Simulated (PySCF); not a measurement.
**How methods differ on the ionisation energy of Ne²⁺**

Ne²⁺ [He] 2s2 2p4 (3P) → Ne³⁺ [He] 2s2 2p3 (4S), as a difference of total energies. Computed with PySCF 2.14 in aug-cc-pVQZ-DK, with the spin-free X2C one-electron Hamiltonian (Gaussian nucleus). Correlated levels: valence: 1s2 frozen. The calculations carry no spin-orbit coupling.

```tsv
method	ionisation energy (eV)	plus first-order spin-orbit estimate	error of that sum (eV)
UHF	61.824	61.861	-1.562
MP2 (valence)	63.166	63.203	-0.220
SCS-MP2 (valence)	63.302	63.340	-0.083
CCSD (valence)	63.197	63.235	-0.188
CCSD(T) (valence)	63.218	63.256	-0.167
```

Reference: 63.423 eV (measured; NIST Atomic Spectra Database, ionization energies).

A first-order spin-orbit estimate (lowest level to lowest level, LS coupling) adds 0.037 eV.

Errors of the correlated levels include the incompleteness of this basis and the frozen core.
